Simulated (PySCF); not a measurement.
Correlation energy of Mn (manganese, neutral)

[Ar] 3d5 4s2, high-spin 6S determinant. All numbers are calculated (PySCF 2.14, the spin-free X2C one-electron Hamiltonian (Gaussian nucleus), in ANO-RCC-VTZP). Frozen: [Ar]; 7 electrons correlated.

```csv
level,correlation energy (mhartree)
CCSD,-136.57
(T),-3.90
CCSD(T),-140.47
```

Diagnostics: T1 = 0.022, D1 = 0.0688, largest double amplitude 0.126.

Cost of the coupled-cluster step: about 2.8 core-seconds, for 7 correlated electrons.
